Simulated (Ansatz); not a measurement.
Reactions of ClF2Sc (`[F][Sc]([F])[Cl]`).

Gas-phase electronic energies from Ansatz, PBE0-D4/def2-TZVP geometries. CCSD(T)/CBS adds triple-zeta CCSD(T) − MP2 to the extrapolated MP2 energy (def2 sets, frozen cores). This one scheme is used for every species. For Sc outer-core shells are correlated without core-valence functions, which leaves a few kJ/mol of doubt a bond. Scalar relativity is left out up to krypton. One conformer a species, not always the lowest.

```
                                                       reaction  CCSD(T)/CBS(def2) (eV)
 `[F][Sc]([F])[Cl]` + `O[SiH3]` → `[F][Sc]([F])[O][SiH3]` + HCl                       ?
            `[F][Sc]([F])[Cl]` + H₂O → `[OH][Sc]([F])[F]` + HCl                       ?
`[F][Sc]([F])[Cl]` + `O[SiH3]` → `[F][Sc]([Cl])[O][SiH3]` + H–F                    0.13
           `[F][Sc]([F])[Cl]` + H₂O → `[OH][Sc]([F])[Cl]` + H–F                    0.43
           `[F][Sc]([F])[Cl]` + HCl → `[F][Sc]([Cl])[Cl]` + H–F                    0.06
           `[F][Sc]([F])[Cl]` + CH₄ → `[CH3][Sc]([F])[F]` + HCl                       ?
          `[F][Sc]([F])[Cl]` + CH₃OH → `C[O][Sc]([F])[F]` + HCl                    0.31
             `[F][Sc]([F])[Cl]` + H–F → `[F][Sc]([F])[F]` + HCl                   -0.04
          `[F][Sc]([F])[Cl]` + CH₄ → `[CH3][Sc]([F])[Cl]` + H–F                    2.47
```

**Question.** Fill in the missing values. (Estimate.)

**Answer.** Ansatz gave: `[F][Sc]([F])[Cl]` + `O[SiH3]` → `[F][Sc]([F])[O][SiH3]` + HCl: +0.12 eV; `[F][Sc]([F])[Cl]` + H₂O → `[OH][Sc]([F])[F]` + HCl: +0.43 eV; `[F][Sc]([F])[Cl]` + CH₄ → `[CH3][Sc]([F])[F]` + HCl: +2.45 eV.

Largest T1 diagnostic: 0.017, for `[F][Sc]([F])[F]`.
